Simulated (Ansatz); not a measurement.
`BC(=C)[NH][GeH3]` → `[BH2][GeH2][C](C)=N`  (isomerisation)

Gas-phase electronic energies from Ansatz, PBE0-D4/def2-TZVP geometries. CCSD(T)/CBS is the MP2 limit (def2-TZVPP, def2-QZVPP) plus CCSD(T) − MP2 in def2-TZVPP, frozen cores. Functionals use def2-TZVPP. For Ge outer-core shells are correlated without core-valence functions, which leaves a few kJ/mol of doubt a bond. Scalar relativity is left out up to krypton. One conformer a species, not always the lowest.

| level | ΔE (kJ/mol) |
| --- | --- |
| PBE-D4 | 42.4 |
| ωB97M-V | 51.4 |
| PBE | 40.9 |
| CCSD(T)/def2-TZVPP | 45.3 |

(1) What does CCSD(T)/CBS give? (Best estimate.)

Largest T1 diagnostic among the species: 0.014.

Answers

(1) Ansatz gave: +46.0 kJ/mol. The listed levels differ from it by -3.6, 5.4, -5.1, -0.7 kJ/mol.

From PBE to PBE0 (25 % exact exchange), in def2-TZVPP and without D4, ΔE moves by +6.3 kJ/mol.
